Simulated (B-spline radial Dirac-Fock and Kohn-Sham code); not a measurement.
These are calculated numbers from a radial finite-basis atomic code; the model is Dirac-Fock (average of configuration) total-energy differences with a finite nucleus, the Breit interaction including its frequency dependence, and self-energy and vacuum-polarisation corrections. K edges are those of the screened (neutral excited atom) model, which lie within a few eV to tens of eV of tabulated edges.

An X-ray tube with a antimony target emits Kα1 at 26356.8 eV and Kβ1 at 29721.6 eV. K edges of lighter neighbours: Pd 24348.9 eV, Ag 25513.9 eV, Cd 26712.8 eV, In 27940.8 eV, Sn 29199.7 eV.

Q: Which of these can serve as a Kβ filter, and which fluoresce under Kα1?

A: A Kβ filter needs its edge between the two lines: Cd, In, Sn. Kα1 lies above the K edges of Pd, Ag, which therefore fluoresce.

An X-ray tube with a gallium target emits Kα1 at 9250.9 eV and Kβ1 at 10261.7 eV. K edges of lighter neighbours: Fe 7111.1 eV, Co 7708.7 eV, Ni 8331.1 eV, Cu 8978.4 eV, Zn 9661.1 eV.

Q: Which of these can serve as a Kβ filter, and which fluoresce under Kα1?

A: A Kβ filter needs its edge between the two lines: Zn. Kα1 lies above the K edges of Fe, Co, Ni, Cu, which therefore fluoresce.
